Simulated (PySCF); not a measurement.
C3HCl2F (SMILES FC(Cl)=C=CCl), singlet, geometry from GFN2-xTB; DF-PBE0/cc-pV(T+d)Z (PySCF).

The PySCF input:
```python
from pyscf import gto, scf, dft

mol = gto.Mole()
mol.atom = '''
    F    -1.823721   -1.324906   -0.101471
    C    -0.911251   -0.420894   -0.475112
    Cl   -1.547867    0.739518   -1.582125
    C     0.329242   -0.460658   -0.092334
    C     1.556263   -0.410776    0.326237
    Cl    2.029946    0.472383    1.730371
    H     2.372615   -0.924202   -0.159687
'''
mol.basis = 'cc-pv(t+d)z'
mol.charge = 0
mol.spin = 0
mol.verbose = 4
mol.max_memory = 1800
mol.build()

mf = dft.RKS(mol)
mf.xc = 'pbe0'
mf = mf.density_fit(auxbasis='def2-universal-jkfit')
mf.kernel()
```

### Question
Write the output that PySCF gives for this input, abridged.

### Answer

```
PySCF version 2.14.0

[INPUT] verbose = 4
[INPUT] num. atoms = 7
[INPUT] num. electrons = 62
[INPUT] charge = 0
[INPUT] spin (= nelec alpha-beta = 2S) = 0
[INPUT] symmetry False subgroup None
[INPUT] Mole.unit = angstrom
[INPUT] Symbol           X                Y                Z      unit          X                Y                Z       unit  Magmom
[INPUT]  1 F     -1.823721000000  -1.324906000000  -0.101471000000 AA   -3.446333217618  -2.503709480793  -0.191752399586 Bohr   0.0
[INPUT]  2 C     -0.911251000000  -0.420894000000  -0.475112000000 AA   -1.722014820736  -0.795374387473  -0.897831558494 Bohr   0.0
[INPUT]  3 Cl    -1.547867000000   0.739518000000  -1.582125000000 AA   -2.925044707252   1.397486484186  -2.989782944827 Bohr   0.0
[INPUT]  4 C      0.329242000000  -0.460658000000  -0.092334000000 AA    0.622177208704  -0.870517457090  -0.174485971986 Bohr   0.0
[INPUT]  5 C      1.556263000000  -0.410776000000   0.326237000000 AA    2.940910847794  -0.776254138544   0.616498581700 Bohr   0.0
[INPUT]  6 Cl     2.029946000000   0.472383000000   1.730371000000 AA    3.836041987656   0.892674495900   3.269927283890 Bohr   0.0
[INPUT]  7 H      2.372615000000  -0.924202000000  -0.159687000000 AA    4.483592549035  -1.746488663775  -0.301764695653 Bohr   0.0

nuclear repulsion = 302.669937306313
number of shells = 27
number of NR pGTOs = 312
number of NR cGTOs = 212
basis = cc-pv(t+d)z
ecp = {}

******** <class 'pyscf.df.df_jk.DFRKS'> ********
method = DFRKS
initial guess = minao
damping factor = 0
level_shift factor = 0
DIIS = <class 'pyscf.scf.diis.CDIIS'>
diis_start_cycle = 1
diis_space = 8
diis_damp = 0
SCF conv_tol = 1e-09
SCF conv_tol_grad = None
SCF max_cycles = 50
direct_scf = False
XC library pyscf.dft.libxc version 7.1.2
    S. Lehtola, C. Steigemann, M. J. T. Oliveira, and M. A. L. Marques,  SoftwareX 7, 1–5 (2018)
XC functionals = pbe0
    C. Adamo and V. Barone,  J. Chem. Phys. 110, 6158 (1999)
    M. Ernzerhof and G. E. Scuseria,  J. Chem. Phys. 110, 5029 (1999)
radial grids:
    Treutler-Ahlrichs [JCP 102, 346 (1995); DOI:10.1063/1.469408] (M4) radial grids

becke partition: Becke, JCP 88, 2547 (1988); DOI:10.1063/1.454033
pruning grids: <function nwchem_prune>
grids dens level: 3
symmetrized grids: False
atomic radii adjust function: <function treutler_atomic_radii_adjust>
small_rho_cutoff = 0
Set gradient conv threshold to 3.16228e-05
Initial guess from minao.
tot grids = 104184
******** <class 'pyscf.df.df.DF'> ********
auxbasis = def2-universal-jkfit
init E= -1135.59766066258
  HOMO = -0.276982949239297  LUMO = -0.0906145552328947  gap/eV = 5.07134
cycle= 1 E= -1134.60483447978  delta_E= 0.993  |g|= 0.562  |ddm|= 5.42
  HOMO = -0.279903447848437  LUMO = -0.0627383769341291  gap/eV = 5.90936
cycle= 2 E= -1134.52344785151  delta_E= 0.0814  |g|= 0.883  |ddm|= 1.97
  HOMO = -0.283352875920836  LUMO = -0.0508785533420895  gap/eV = 6.32595
cycle= 3 E= -1134.6661837192  delta_E= -0.143  |g|= 0.0625  |ddm|= 1.17
  HOMO = -0.291143436527502  LUMO = -0.0506829967673035  gap/eV = 6.54326
cycle= 4 E= -1134.66629078967  delta_E= -0.000107  |g|= 0.0598  |ddm|= 0.175
  HOMO = -0.289270299912282  LUMO = -0.0523553813080913  gap/eV = 6.44678
cycle= 5 E= -1134.66716418849  delta_E= -0.000873  |g|= 0.01  |ddm|= 0.0913
  HOMO = -0.289083672660379  LUMO = -0.0516095014686186  gap/eV = 6.46200
cycle= 6 E= -1134.66718509196  delta_E= -2.09e-05  |g|= 0.00218  |ddm|= 0.0168
  HOMO = -0.288892090412897  LUMO = -0.0514230390410439  gap/eV = 6.46186
cycle= 7 E= -1134.66718599322  delta_E= -9.01e-07  |g|= 0.0011  |ddm|= 0.00509
  HOMO = -0.289021942110392  LUMO = -0.0515416115213387  gap/eV = 6.46217
cycle= 8 E= -1134.66718630464  delta_E= -3.11e-07  |g|= 0.000254  |ddm|= 0.00196
  HOMO = -0.289006555148629  LUMO = -0.0515245826835127  gap/eV = 6.46221
cycle= 9 E= -1134.66718631747  delta_E= -1.28e-08  |g|= 0.000139  |ddm|= 0.000541
  HOMO = -0.289008400046294  LUMO = -0.0515231463702293  gap/eV = 6.46230
cycle= 10 E= -1134.6671863211  delta_E= -3.64e-09  |g|= 3.11e-05  |ddm|= 0.000205
  HOMO = -0.289008640820038  LUMO = -0.051523355017169  gap/eV = 6.46230
cycle= 11 E= -1134.66718632127  delta_E= -1.67e-10  |g|= 8.1e-06  |ddm|= 5.81e-05
  HOMO = -0.289009436007342  LUMO = -0.0515239255444708  gap/eV = 6.46231
Extra cycle  E= -1134.66718632126  delta_E= 8.19e-12  |g|= 1.08e-05  |ddm|= 2.63e-05
converged SCF energy = -1134.66718632126
```
